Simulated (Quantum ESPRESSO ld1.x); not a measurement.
Results of a calculation; reference values are marked as such.
Ta V, 69 electrons, occupied as [Xe] 4f14 5d1. Code: ld1.x of Quantum ESPRESSO 7.5. Model: Dirac Kohn-Sham, BLYP, spin-unpolarised, spherical densities, point nucleus; open shells fill j = l - 1/2 first.

Radial electron density D(r) = 4 pi r^2 rho(r):

```
   r/bohr * D(r) (the largest magnitude, 133, reaches the edge; | marks zero)
 0.003324 |                *
 0.003839 |                   *
 0.004434 |                      *
 0.005121 |                          *
 0.005914 |                             *
  0.00683 |                                 *
 0.007888 |                                    *
 0.009109 |                                       *
  0.01052 |                                         *
  0.01215 |                                          *
  0.01403 |                                          *
   0.0162 |                                        *
  0.01871 |                                       *
  0.02161 |                                     *
  0.02496 |                                     *
  0.02883 |                                      *
  0.03329 |                                        *
  0.03845 |                                             *
   0.0444 |                                                  *
  0.05128 |                                                     *
  0.05922 |                                                      *
  0.06785 |                                                    *
  0.07836 |                                               *
   0.0905 |                                           *
   0.1045 |                                         *
   0.1207 |                                           *
   0.1394 |                                               *
    0.161 |                                                 *
   0.1859 |                                              *
   0.2147 |                                      *
    0.248 |                              *
   0.2864 |                         *
   0.3307 |                         *
    0.382 |                            *
   0.4411 |                             *
   0.5094 |                          *
   0.5883 |                    *
   0.6795 |              *
   0.7847 |          *
   0.9062 |       *
    1.047 |      *
    1.209 |    *
    1.385 |   *
    1.599 | *
    1.847 |*
    2.133 |*
    2.463 *
    2.845 *
    3.286 *
    3.794 *
    4.382 *
    5.061 *
```

D(r) has 4 maxima, at r = 0.0127, 0.0574, 0.160, 0.427 bohr, and minima at 0.0248, 0.104, 0.303 bohr, inside which lie 2.01, 11.12, 29.93 electrons.
